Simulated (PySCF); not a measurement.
## Mass spectrum arithmetic for `C#CCP1C[C@@H](OC)[C@@H]1C`

Species: `C#CCP1C[C@@H](OC)[C@@H]1C`.

All values are calculated from tables of isotopes.

(1) What are the average molar mass and the monoisotopic mass?

(2) Work out the cluster of the molecular ion M+•, one line a nominal mass.

(3) What share of all molecules is the monoisotopic species?

(4) Which m/z would the protonated, sodiated and deprotonated molecule have?

(5) Resolve the fine structure: one atom at a time replaced by a minor isotope.

(6) Protons, neutrons, electrons, and exact less nominal mass of the monoisotopic species?

## Answers

(1) For C8H13OP, with standard atomic weights, 8 × 12.011 + 1 × 30.974 + 1 × 15.999 + 13 × 1.008 = 156.165 g/mol. From the most abundant isotopes (12C, 31P, 16O, 1H), 8 × 12.000000 + 1 × 30.973762 + 1 × 15.994915 + 13 × 1.007825 = 156.0704 u.

(2) 
| nominal mass | m/z (centroid) | relative intensity |
| --- | --- | --- |
| 156 | 156.0699 | 100.0 |
| 157 | 157.0733 | 8.8 |
| 158 | 158.0757 | 0.5 |

Cut off at 0.1 %. One electron mass, 0.00055 u, is taken off.

(3) 0.9893^8 × 1 × 0.99757 × 0.999885^13 = 91.39 %.

(4) [M+H]+ 157.0777, [M+Na]+ 179.0596, [M−H]− 155.0631, for the monoisotopic species (arithmetic only; whether such ions form is another matter).

(5) Intensity in % of the monoisotopic species:

| isotope | mass shift (u) | m/z | intensity (%) |
| --- | --- | --- | --- |
| 13C | +1.00335 | 157.0732 | 8.65 |
| 17O | +1.00422 | 157.0741 | 0.04 |
| 2H | +1.00628 | 157.0761 | 0.15 |
| 18O | +2.00425 | 158.0741 | 0.21 |

Species under 0.02 % are left out.

(6) 84 protons, 72 neutrons and 84 electrons; 156.0704 − 156 = +0.0704 u.
